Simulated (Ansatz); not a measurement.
Mulliken charges of FH₅N₃Nb, SMILES `[NH]=[Nb]([NH2])([NH2])[F]` from B3LYP/def2-TZVPP in Ansatz (PBE0-D4/def2-TZVP geometry).

| atom | x (Å) | y (Å) | z (Å) | charge (e) |
| --- | --- | --- | --- | --- |
| N1 | -1.169 | 1.190 | 0.724 | -0.677 |
| Nb2 | -0.389 | 0.038 | -0.330 | 1.516 |
| N3 | -0.187 | -1.601 | 0.752 | -0.578 |
| N4 | 1.353 | 0.846 | -0.787 | -0.578 |
| F5 | -1.354 | -0.352 | -1.915 | -0.439 |
| H6 | -1.777 | 1.857 | 1.175 | 0.157 |
| H7 | 0.310 | -2.425 | 0.443 | 0.136 |
| H8 | -0.473 | -1.711 | 1.713 | 0.164 |
| H9 | 1.696 | 1.733 | -0.454 | 0.164 |
| H10 | 2.072 | 0.375 | -1.318 | 0.136 |

Task: By hand: the dipole of these point charges (1 e Å = 4.8032 D).

Result: Σ q r = (0.368, -0.141, 0.142) e Å, of length 0.419 e Å = 2.01 D.

Task: How does the dipole of the full density compare? (An estimate is asked.)

Result: The calculation gave: (0.430, -0.096, 0.277) e Å, 2.50 D; the point charges give 0.80 times that, at 14° from its direction.

Point charges leave out the atoms' own dipoles, such as those of lone pairs, and Mulliken's split depends on the basis, so the two needn't agree.

B3LYP here is the variant with VWN-RPA as its local correlation; programs differ in this.
